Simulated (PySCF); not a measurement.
Geometry:
| atom | x (Å) | y (Å) | z (Å) |
| --- | --- | --- | --- |
| C1 | 3.528 | -0.388 | -0.891 |
| C2 | 2.159 | -0.292 | -0.437 |
| C3 | 1.027 | -0.216 | -0.051 |
| C4 | -0.353 | -0.127 | 0.384 |
| C5 | -0.946 | 1.286 | 0.194 |
| N6 | -2.335 | 1.017 | -0.079 |
| C7 | -2.611 | -0.247 | -0.469 |
| O8 | -3.697 | -0.663 | -0.791 |
| C9 | -1.301 | -1.022 | -0.429 |
| H10 | 3.561 | -0.829 | -1.887 |
| H11 | 3.978 | 0.604 | -0.929 |
| H12 | 4.105 | -1.011 | -0.209 |
| H13 | -0.412 | -0.402 | 1.442 |
| H14 | -0.466 | 1.798 | -0.650 |
| H15 | -0.831 | 1.906 | 1.087 |
| H16 | -3.028 | 1.746 | -0.108 |
| H17 | -1.438 | -2.011 | 0.001 |
| H18 | -0.948 | -1.143 | -1.455 |

Geometry: GFN2-xTB; GIAO absolute shieldings from PySCF 2.14.0 with density-fitted response routines, gas phase, non-relativistic, averaged over equivalent atoms.

At wB97X-D/pcSseg-1 (198 basis functions, 62 s wall time on 1 thread of an Arm Neoverse N1, shared host):
| atoms | σ (ppm) |
| --- | --- |
| C7 | 10.3 |
| C3 | 100.5 |
| C2 | 101.2 |
| C5 | 135.6 |
| C9 | 146.0 |
| C4 | 159.3 |
| C1 | 182.6 |
| N6 | 143.1 |
| O8 | -63.2 |
| H16 | 27.77 |
| H15 | 28.27 |
| H14 | 28.45 |
| H13 | 28.80 |
| H17 | 29.41 |
| H18 | 29.58 |
| H10/H11/H12 | 29.90 |

**Question.** What do these become at PBE0/pcSseg-1?

**Answer.** 
```json
{"atoms": "C7", "σ at PBE0/pcSseg-1": "12.4", "change": "+2.1"}
{"atoms": "C3", "σ at PBE0/pcSseg-1": "100.6", "change": "+0.1"}
{"atoms": "C2", "σ at PBE0/pcSseg-1": "101.5", "change": "+0.3"}
{"atoms": "C5", "σ at PBE0/pcSseg-1": "135.5", "change": "-0.1"}
{"atoms": "C9", "σ at PBE0/pcSseg-1": "146.5", "change": "+0.5"}
{"atoms": "C4", "σ at PBE0/pcSseg-1": "158.5", "change": "-0.8"}
{"atoms": "C1", "σ at PBE0/pcSseg-1": "182.3", "change": "-0.3"}
{"atoms": "N6", "σ at PBE0/pcSseg-1": "141.3", "change": "-1.8"}
{"atoms": "O8", "σ at PBE0/pcSseg-1": "-65.2", "change": "-2.0"}
{"atoms": "H16", "σ at PBE0/pcSseg-1": "27.65", "change": "-0.12"}
{"atoms": "H15", "σ at PBE0/pcSseg-1": "28.12", "change": "-0.15"}
{"atoms": "H14", "σ at PBE0/pcSseg-1": "28.30", "change": "-0.15"}
{"atoms": "H13", "σ at PBE0/pcSseg-1": "28.56", "change": "-0.24"}
{"atoms": "H17", "σ at PBE0/pcSseg-1": "29.33", "change": "-0.08"}
{"atoms": "H18", "σ at PBE0/pcSseg-1": "29.46", "change": "-0.12"}
{"atoms": "H10/H11/H12", "σ at PBE0/pcSseg-1": "29.72", "change": "-0.18"}
```

The largest change is at C7 (amide carbonyl carbon). Cost: 198 basis functions, 53 s wall time on 1 thread of an Arm Neoverse N1, shared host. The order of the carbon signals is the same at both levels.

The C=O carbon of an acid or of an amide with N–H lies up to 10 ppm further downfield in solution, through hydrogen bonding that the calculation lacks.
